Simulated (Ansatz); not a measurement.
Relaxed structures of CH4GeN (charge +1), singlet (PBE0-D4/def2-TZVP; forces vanish, vibrations not checked; lower isomers may exist, and structures with a doubtful reference or unclear bonds are left out; Å). Program: Ansatz 0.2.0. Basis: def2-TZVPP. Cores are frozen in the correlated methods. Filled d shells of the heavier atoms are correlated. The def2 sets are not built for correlating such inner shells, so the correlated values are less sure here.

Rank them by CCSD(T) energy, lowest first, and give each one's height above the lowest. Links in brackets join atoms within 1.22 times the sum of their covalent radii (1.1 for two metals). (An estimate is asked for; the value comes from the calculation.)
A.
CH₄GeN ([NH][C][GeH3]), total charge +1
```
7
angstrom
C -0.3206 -0.7265 0.0759
N -0.7788 -1.7651 0.1844
Ge 0.4940 1.1197 -0.1170
H -1.1843 -2.6841 0.2803
H 0.0333 1.4775 -1.5216
H -0.1886 1.8424 1.0341
H 1.9682 0.7889 0.0583
```
B.
CH₄GeN ([CH][N][GeH3]), total charge +1
```
7
angstrom
C -0.7627 -1.7287 0.1806
N -0.3058 -0.6930 0.0725
Ge 0.4908 1.1123 -0.1162
H -1.1959 -2.7104 0.2830
H 0.0190 1.4480 -1.5212
H -0.2032 1.8138 1.0395
H 1.9578 0.7581 0.0618
```
C.
CH₄GeN ([CH2][N][GeH2]), total charge +1
```
7
angstrom
C -0.5543 -1.9366 0.2770
N -0.0971 -0.7777 0.2649
Ge 0.5256 0.8124 0.2470
H -1.3108 -2.2502 -0.4482
H -0.2104 -2.6689 1.0133
H -0.2290 1.8084 1.1002
H 1.7504 1.0143 -0.6180
```

By the calculation: B (0.0 kJ/mol), A (26.7 kJ/mol), C (75.6 kJ/mol). Heights count from the lowest.

No T1 diagnostic of these runs exceeds 0.020.

For scale, one of the runs: CCSD(T)/def2-TZVPP, 166 basis functions, launched by `ansatz run in.yaml --threads 2 --pin off --events-out ev --progress --plain --max-ram 4352MiB`. Time: 44 s of wall clock on 2 CPU threads of an Arm Neoverse V1; the host was shared. Peak host memory: 1.3 GiB.
